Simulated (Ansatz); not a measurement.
Basis sets compared for Zr(OH)2Cl2 (ZrCl₂O₂H₂). The state is a singlet with charge 0. Geometry r2SCAN-D4/def2-SVP. Ansatz on 4 threads of Arm Neoverse V2 on a shared host; times are rough, and most runs start from earlier orbitals.

```xyz
7

Zr    0.0808    0.3953    0.0971
O     1.2214   -0.7232   -0.9344
H     1.7247   -1.3633   -1.4425
O    -1.4824   -0.5524    0.6210
H    -2.2313   -1.1136    0.8338
Cl   -0.5560    2.2629   -1.2164
Cl    1.2427    1.0943    2.0414
```

In the def2 sets Zr takes a core potential; there is no spin–orbit coupling.

Binding counts from free atoms (Zr triplet, O triplet, H doublet, Cl doublet) in the same basis, without a counterpoise term.

```
                            level  functions  energy (Eh)  HOMO (eV)  LUMO (eV)  binding per atom (eV)  wall time
                  PBE-D4/def2-SVP        105   -1118.4878      -7.33      -1.87                      –     0.95 s
                 PBE-D4/def2-TZVP        188   -1118.9963      -7.52      -2.14                      –      1.7 s
r2SCAN-D4/def2-TZVP (with forces)        188   -1119.4060      -7.91      -2.00                      –      3.9 s
                 PBE0-D4/def2-SVP        105   -1118.5328      -8.79      -1.11                   4.41      1.4 s
                PBE0-D4/def2-TZVP        188   -1119.0366      -8.93      -1.34                   4.35        2 s
```

(1) Estimate the rows for PBE-D4/def2-TZVPD, r2SCAN-D4/def2-TZVPD, PBE0-D4/def2-TZVPD.

Results:

(1) 
```csv
level,functions,energy (Eh),HOMO (eV),LUMO (eV),binding per atom (eV),wall time
PBE-D4/def2-TZVPD,230,-1118.9994,-7.58,-2.24,–,2.5 s
r2SCAN-D4/def2-TZVPD,230,-1119.4082,-7.93,-2.06,–,4.7 s
PBE0-D4/def2-TZVPD,230,-1119.0393,-8.97,-1.42,4.36,3.5 s
```
